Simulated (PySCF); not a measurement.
A structure optimised at PBE0-D3(BJ)/def2-SVP, used in a PySCF frequency run:

```xyz
5

Cl    -1.8859     1.0888     1.1284
Sn     0.0000     0.0000     0.3331
Cl     0.0000    -2.1777     1.1284
Cl     1.8859     1.0888     1.1284
Br     0.0000     0.0000    -2.1200
```
Charge 0, spin multiplicity 1.

Task: Write its SMILES, formula and point group.

Result: [Cl][Sn]([Cl])([Cl])[Br], BrCl3Sn, C3v

Task: What are its rotational constants (standard atomic weights)?

Result: 1.0020, 0.66536, 0.66536 GHz
